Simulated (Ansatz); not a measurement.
Two members of one family (Series GaH2X), computed with Ansatz in the gas phase. The two geometries come from different levels. Binding counts from free atoms in the multiplicity of their measured ground term, without zero-point energy. A dash marks a value that wasn't run or was left out as unsound. The structures are stationary points that may keep the symmetry of their start.

First: GaH2F (singlet, charge 0, PBE0-D4/def2-TZVP geometry).

```xyz
4

Ga   -0.120    0.034   -0.022
H    -0.286    1.523   -0.439
H    -1.143   -1.120    0.179
F     1.549   -0.437    0.281
```

```csv
level,HOMO (eV),LUMO (eV),gap (eV),vertical IE (eV),vertical triplet (eV),binding per atom (eV)
PBE-D4/def2-TZVP,-7.54,-2.42,5.12,11.17,5.00,2.68
r2SCAN-D4/def2-TZVP,-7.91,-2.09,5.82,11.35,5.10,2.71
B3LYP-D4/def2-TZVP,-8.78,-1.94,6.85,–,–,2.66
PBE0-D4/def2-SVP,-8.87,-1.53,7.34,–,–,2.63
PBE0-D4/def2-TZVP,-8.97,-1.62,7.35,11.54,5.37,2.63
```

Second: GaH2(CN) (singlet, charge 0, PBE-D4/def2-TZVP geometry).

```xyz
5

Ga    0.611   -0.128    0.402
H     0.376   -0.556    1.885
H     1.971    0.063   -0.341
C    -0.998    0.209   -0.658
N    -1.960    0.411   -1.288
```

Task: What does the change do? Estimate second minus first.

Result: 
| level | Δ HOMO (eV) | Δ LUMO (eV) | Δ gap (eV) | Δ vertical IE (eV) | Δ vertical triplet (eV) | Δ binding per atom (eV) |
| --- | --- | --- | --- | --- | --- | --- |
| PBE-D4/def2-TZVP | -0.42 | -1.10 | -0.68 | -0.02 | -0.64 | 0.97 |
| r2SCAN-D4/def2-TZVP | -0.36 | -1.18 | -0.82 | -0.07 | -0.68 | 0.82 |
| B3LYP-D4/def2-TZVP | -0.24 | -1.05 | -0.81 | – | – | 0.88 |
| PBE0-D4/def2-SVP | -0.30 | -1.11 | -0.80 | – | – | 0.91 |
| PBE0-D4/def2-TZVP | -0.27 | -1.08 | -0.81 | -0.06 | -0.62 | 0.90 |
